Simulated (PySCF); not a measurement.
Input for PySCF: U-B3LYP/LANL2DZ on CdH2Se (SMILES [SeH][CdH]), a point of a bond scan (R = 2.927 Å).

```python
from pyscf import gto, scf, dft, mp
from pyscf.data.elements import chemcore

mol = gto.M(
    atom='''
    Cd   -0.57782857   -0.43492185   -0.71648612
    H    -2.23869543   -1.69575903   -2.77110281
    Se    0.83268525    0.66552990    1.01516222
    H     0.95136823   -0.59636766    1.76637103
    ''',
    basis='lanl2dz',
    ecp={'Cd': 'lanl2dz', 'Se': 'lanl2dz'},
    charge=0, spin=0, verbose=3, max_memory=1800)
mf = dft.UKS(mol, xc='b3lyp')
mf.conv_tol = 1e-8
mf.max_cycle = 100
mf.init_guess_breaksym = True
mf.kernel()
if not mf.converged:
    mf = mf.newton().run(mf.mo_coeff, mf.mo_occ)
for _ in range(4):
    mo, _, stable, _ = mf.stability(return_status=True)
    if stable:
        break
    mf.kernel(mf.make_rdm1(mo, mf.mo_occ))
```

The log:

```
converged SCF energy = -58.4081633797274  <S^2> = 5.6094406e-07  2S+1 = 1.0000011
<class 'pyscf.dft.uks.UKS'> wavefunction has an internal instability
converged SCF energy = -58.410377930027  <S^2> = 0.34262121  2S+1 = 1.5396379
<class 'pyscf.dft.uks.UKS'> wavefunction is stable in the internal stability analysis
```

Self-consistency was reached. Its determinant has ⟨S²⟩ = 0.34, a mixture of spin states.

Cost: roughly 29 core-seconds.
